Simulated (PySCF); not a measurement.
**Adding and removing an electron: ZnC**

HSE06; basis Zn pcseg-1, C pcseg-1; no relativity; PySCF 2.14. Neutral (UKS): triplet (π ↑↑), Re = 2.006 Å, ωe = 457 cm⁻¹, De = 1.13 eV, HOMO -6.00 eV, LUMO -3.29 eV.

ZnC⁺ (UKS): doublet (π ↑), Re = 2.110 Å, ωe = 415 cm⁻¹, De = 1.58 eV to Zn⁺ + C. The energies at the minima are -1816.77569 hartree for ZnC and -1816.45803 for ZnC⁺.

Question: Work out the adiabatic ionisation energy, without and with harmonic zero-point energies (1 hartree = 27.2114 eV, 1 eV = 8065.5 cm⁻¹), and the change of the bond length.

Answer: At HSE06: 0.31766 hartree = 8.644 eV between the minima; the zero-point term (415.0 − 457.0)/2 cm⁻¹ = -0.003 eV makes it 8.641 eV. Re changes by +10.4 pm against the neutral. The electron leaves a π orbital; in so polar a molecule the change of length follows mostly from the change of the ionic charges.

For an ion De counts to the pair picked by the measured ionisation energies or electron affinities, which need not be the lowest pair at this level. States were picked by a PBE0 search and need not be the measured ground states.
